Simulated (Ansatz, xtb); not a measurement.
**Relative energy of two isomers of CH9FO2Si3**

Structure I is `CO[SiH2][Si@H](F)O[SiH3]`, a singlet and structure II is `F[Si@@H](CO[SiH3])O[SiH3]`, a singlet. Both are isolated molecules in the gas phase, relaxed with B3LYP/def2-SVP; each stands in its lowest conformer found.

I (Å):

```xyz
16

C     0.5206    0.9852    2.0400
F     1.0204   -1.7931   -2.3921
O     1.0766    0.3084    0.9325
O     3.0469   -1.7806   -0.6525
Si    1.2321    0.9299   -0.6180
Si    2.2147   -0.8836   -1.7546
Si    3.0913   -2.4147    0.8939
H     1.0838    1.9053    2.2848
H     0.5578    0.3173    2.9145
H    -0.5354    1.2627    1.8632
H    -0.0956    1.3435   -1.1720
H     2.1110    2.1448   -0.6191
H     3.1293   -0.5358   -2.8725
H     3.9796   -3.6089    0.8586
H     1.7331   -2.8270    1.3423
H     3.6614   -1.4159    1.8389
```

II (Å):

```yaml
atoms:
  - { symbol: C, position_ang: [2.1270, 1.4428, -0.4461] }
  - { symbol: F, position_ang: [3.7528, -0.8245, 0.1485] }
  - { symbol: O, position_ang: [1.0369, 0.7477, -1.0456] }
  - { symbol: O, position_ang: [1.6422, -0.4039, 1.7170] }
  - { symbol: Si, position_ang: [2.8575, 0.3169, 0.8837] }
  - { symbol: Si, position_ang: [0.2127, 1.2904, -2.4012] }
  - { symbol: Si, position_ang: [0.1250, -1.0940, 1.5773] }
  - { symbol: H, position_ang: [3.7503, 1.0397, 1.8184] }
  - { symbol: H, position_ang: [2.9035, 1.7089, -1.1915] }
  - { symbol: H, position_ang: [1.7907, 2.3963, 0.0108] }
  - { symbol: H, position_ang: [1.1510, 1.4465, -3.5529] }
  - { symbol: H, position_ang: [-0.8167, 0.2641, -2.7019] }
  - { symbol: H, position_ang: [-0.4313, 2.6122, -2.1332] }
  - { symbol: H, position_ang: [0.0596, -2.0088, 0.4055] }
  - { symbol: H, position_ang: [-0.1227, -1.8689, 2.8238] }
  - { symbol: H, position_ang: [-0.9130, -0.0330, 1.4545] }
```

Which of the two would you expect CCSD(T)/def2-SVP + ΔMP2/def2-TZVPP electronic energies to favour?

Structure II; the calculation gives E(II) − E(I) = −3.0 kcal/mol.

How the difference moves with the method:

| level | geometry | E(II) − E(I) (kcal/mol) | departure from the last row (kcal/mol) | job, with rough time for the two |
| --- | --- | --- | --- | --- |
| B3LYP/def2-SVP | B3LYP/def2-SVP | −1.9 | +1.2 | optimisation, 6.7 min |
| HF/def2-SVP | B3LYP/def2-SVP | −3.8 | −0.7 | part of the CCSD(T) run |
| MP2/def2-SVP | B3LYP/def2-SVP | −4.3 | −1.3 | part of the CCSD(T) run |
| CCSD(T)/def2-SVP | B3LYP/def2-SVP | −3.4 | −0.4 | single point |
| CCSD(T)/def2-SVP + ΔMP2/def2-TZVPP | B3LYP/def2-SVP | −3.0 |  | single point, 1.7 min |

As drawn, II has 1 C–Si, 1 Si–H in place of 1 Si–Si, 1 C–H.

The levels shown agree on the order. The largest departure from CCSD(T)/def2-SVP + ΔMP2/def2-TZVPP is that of MP2/def2-SVP, 1.3 kcal/mol. Levels run at GFN2-xTB geometries aren't shown. The last row adds to CCSD(T) the change of the MP2 difference between the two basis sets, here +0.4 kcal/mol.

With thermal terms from frequencies at re-optimised GFN2-xTB minima (ideal gas, soft modes damped towards free rotors, one conformer each, 298.15 K, 1 atm): on the last row, ΔE + ΔZPE = −4.2, ΔH = −4.6, ΔG = −3.8 kcal/mol.

The correlated steps freeze 19 core orbitals. Programs: Ansatz 0.2.0, xtb 6.7.1; the last row on 4 threads of Arm Neoverse V1 on a shared host.
